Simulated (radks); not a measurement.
Values are calculated unless marked as measured or tabulated.
Task: These are the eigenvalues of the occupied orbitals of an atom or ion with whole-number occupations (eV). Level of theory: non-relativistic Kohn-Sham, SOGGA, spin-unpolarised, spherical densities, point nucleus (a radial shooting solver on a logarithmic mesh with Libxc functionals).

| orbital | eigenvalue |
|---|---|
| 1s | -15601.15 |
| 2s | -2082.610 |
| 2p | -1897.810 |
| 3s | -320.8198 |
| 3p | -253.1885 |
| 3d | -130.6599 |
| 4s | -39.5122 |
| 4p | -22.8737 |
| 5s | -3.4172 |

Which element is it, and in what charge state? The configuration may be excited.

Result: Z = 38, strontium, charge 0: Sr in [Kr] 5s2. The list shows which subshells hold electrons but not how many an open one holds; the 1s level, -573.33 hartree, gives Z - s = 33.9 by -(Z - s)^2/2, which with screening narrows Z to a few neighbours, and the depths of the outer levels then fix element, charge and occupations together.
